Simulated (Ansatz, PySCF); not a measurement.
Species: sum formula BNH₂F₂, net charge 0, singlet state. 
Geometry from a B3LYP-D3(BJ)/def2-TZVP (Ansatz, a program for electronic structure) optimisation:
```
B
F 1 1.3346
F 1 1.3346 2 117.54
N 1 1.3941 2 121.23 3 -180.00
H 4 1.0045 1 122.46 2 0.00
H 4 1.0045 5 115.08 1 180.00
```

PBE beside other levels, property by property. Valence correlation only, unless marked. UHF or UKS for open shells. No spin-orbit coupling. No relativistic terms. Basis-set limits of correlation are two-point, X^-3; Hartree-Fock from the larger set. The bracket is a focal-point correction in the basis named. Rows marked 298 K are enthalpies with B3LYP-D3(BJ) harmonic zero-point and thermal terms from PySCF. Atomisation energies are electronic, to ground-state atoms; the column to compare with has the core term from cc-pwCVTZ added, other frozen-core levels have none. The coupled-cluster column (Ansatz) is a level with limits of its own: (a) RI-MP2/CBS(aug-cc-pVTZ,aug-cc-pVQZ)+[CCSD(T)-MP2]/aug-cc-pVTZ; (b) RI-MP2/CBS(cc-pVTZ,cc-pVQZ)+[CCSD(T)-MP2]/cc-pVTZ.

```tsv
property	PBE/def2-TZVPD (Ansatz)	r2SCAN/def2-TZVPD (Ansatz)	B3LYP-D3(BJ)/def2-TZVPD (Ansatz + dftd3)	RI-MP2/CBS(cc-pVTZ,cc-pVQZ) (Ansatz)	coupled cluster
B-N bond dissociation enthalpy, 298 K, to F[B]F + [NH2] (NH2) (kcal/mol)	132.0	129.2	132.0	141.9	137.3 (b)
atomisation energy (kcal/mol)	634.4	620.3	620.5	641.6	622.5 (a)
```

As the rows show:
- B-N bond dissociation enthalpy, 298 K, to F[B]F + [NH2] (NH2): PBE lies 5.3 kcal/mol below coupled cluster.
- atomisation energy: PBE lies 11.9 kcal/mol above coupled cluster.
